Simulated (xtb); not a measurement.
OZr, SMILES [Zr]=[O], multiplicity 1. All values are semi-empirical tight-binding results from xtb (GFN2-xTB unless named), good for trends rather than for accurate numbers. Geometry optimised at GFN2-xTB. The spin state was assumed, not searched.

Optimised geometry:

```xyz
2

Zr     0.0000     0.0000    -0.2920
O      0.0000     0.0000     1.4600
```

For metal compounds this method's bond lengths and energies can be far off.

Computed properties:
| Item | Value |
|---|---|
| point group as xtb finds it | C∞v |
| orbital gap | 1.66 eV |

Computed atomic charges and the Wiberg bond orders between heavy atoms:
charges (e) Zr1 0.52, O2 -0.52. Bond orders Zr1–O2 2.35.
